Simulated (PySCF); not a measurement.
**Ionisation energy of Au⁴⁵⁺ by level of theory**

Au⁴⁵⁺ [Ar] 3d10 4s2 4p4 [4p1/2^2 4p3/2^2, M_J = 2] → Au⁴⁶⁺ [Ar] 3d10 4s2 4p3 [4p1/2^2 4p3/2^1, M_J = 3/2], as a difference of total energies. Calculation: PySCF 2.14, in an uncontracted even-tempered set (16 s from 6 bohr⁻², ratio 2.8; 14 p from 7.8 bohr⁻², ratio 2.8; 8 d from 14 bohr⁻², ratio 2.8; 4 f from 35 bohr⁻², ratio 3); the two-component X2C-1e Hamiltonian. Correlated levels: [Ne] frozen; the 78 highest virtual spinors dropped. "Screened" scales the spin-orbit matrix elements by Boettger's factors to mimic the two-electron term; Breit and QED terms are absent.

```csv
method,ionisation energy (eV)
GHF (spin-free),2407.3
GMP2 (spin-free),2408.8
GHF (screened spin-orbit),2377.1
GMP2 (screened spin-orbit),2378.0
```

Breit and QED terms and the two-electron picture change are absent.

The spin-free rows relax to the high-spin LS determinant and lack the spin-orbit shift.

The labels give the starting determinants; with spin-orbit coupling the two ends relaxed to ⟨J²⟩ = 6.00, ⟨L²⟩ = 3.32, ⟨S²⟩ = 1.46 and ⟨J²⟩ = 3.75, ⟨L²⟩ = 2.60, ⟨S²⟩ = 1.55.

For comparison: 2383 ± 4 eV (theoretical estimate listed by NIST; NIST Atomic Spectra Database, ionization energies).
